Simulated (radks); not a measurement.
The antimony ion Sb2+ inside a hard spherical wall (all orbitals vanish at R), configuration held at [Kr] 4d10 5s2 5p1 and not refilled when levels cross. Calculated with a radial shooting solver on a logarithmic mesh with Libxc functionals: scalar-relativistic Kohn-Sham, PBE, spin-polarised, spherical densities, point nucleus; open shells are filled with parallel spins first (spin-orbit coupling, left out, can overturn this in heavy ions). Eigenvalues in eV for spin up, with the zero of energy where the potential of the charges vanishes at infinity; a dash marks a level that is unbound or too diffuse for the functional's potential to be trusted. A positive occupied level is held by the wall or, in an anion where self-interaction has pushed it up, behind a barrier. The pressure on the wall is -dE/dV.

| R (bohr) | E (hartree) | kinetic (hartree) | e(4p) | e(4d) | e(5s) | e(5p) | e(6s, empty) | e(5d, empty) | pressure (GPa) |
|---|---|---|---|---|---|---|---|---|---|
| free | -6480.56710 | 6778.184 | -120.23 | -51.904 | -29.825 | -20.514 | -10.023 | -9.807 | 0 |
| 12 | -6480.56710 | 6778.184 | -120.23 | -51.904 | -29.825 | -20.514 | -10.019 | -9.807 | < 0.0001 |
| 8 | -6480.56703 | 6778.185 | -120.22 | -51.900 | -29.822 | -20.510 | -9.604 | -9.679 | 0.00491 |
| 7 | -6480.56660 | 6778.190 | -120.20 | -51.880 | -29.808 | -20.488 | -8.848 | -9.420 | 0.0472 |
| 6 | -6480.56356 | 6778.221 | -120.10 | -51.781 | -29.733 | -20.366 | -6.846 | -8.693 | 0.443 |
| 5 | -6480.54346 | 6778.382 | -119.66 | -51.358 | -29.373 | -19.771 | -1.526 | -6.657 | 4.14 |
| 4 | -6480.41549 | 6779.166 | -118.05 | -49.818 | -27.670 | -17.100 | 13.401 | -0.600 | 41.1 |
| 3.5 | -6480.18172 | 6780.366 | -116.12 | -47.996 | -25.043 | -13.266 | 30.054 | 6.469 | 139 |
| 3 | -6479.55695 | 6783.243 | -112.48 | -44.522 | -18.827 | -4.799 | 61.096 | 20.113 | 521 |
| 2.5 | -6477.71670 | 6791.067 | -104.92 | -37.043 | -2.794 | 15.507 | 123.79 | 48.679 | 2330 |
| 1.5 | -6442.95548 | 6916.725 | -32.209 | 44.504 | 209.78 | 249.83 | 657.55 | 307.88 | 121000 |
